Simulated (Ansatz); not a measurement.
`O[SiH2]C#C[SiH3]` + `NCF` → `NC(F)[SiH2]O` + `C#C[SiH3]`  (formal exchange of groups at the Si–C bond)

Computed with Ansatz on PBE0-D4/def2-TZVP structures; ΔE is electronic, products minus reactants. CBS: MP2 limit from def2 TZ/QZ plus the TZ coupled-cluster correction, frozen cores. DFT in def2-TZVPP. Each species was taken in one conformer, which may not be the lowest.

```tsv
level	ΔE (kJ/mol)
PBE-D4	62.8
ωB97X-V	63.1
MP2/def2-TZVPP	73.3
HF/def2-QZVPP	78.7
```

(1) What does CCSD(T)/CBS give? (Estimate.)

Largest T1 diagnostic among the species: 0.013.

Answers

(1) The calculation gave: +67.0 kJ/mol. The listed levels differ from it by -4.2, -3.9, 6.3, 11.7 kJ/mol.

In def2-TZVPP, CCSD(T) changes the Hartree–Fock value by −9.6 kJ/mol (the triples alone add −0.5 kJ/mol) and MP2 by −5.3 kJ/mol. From PBE to PBE0 (25 % exact exchange), in def2-TZVPP and without D4, ΔE moves by +3.4 kJ/mol.
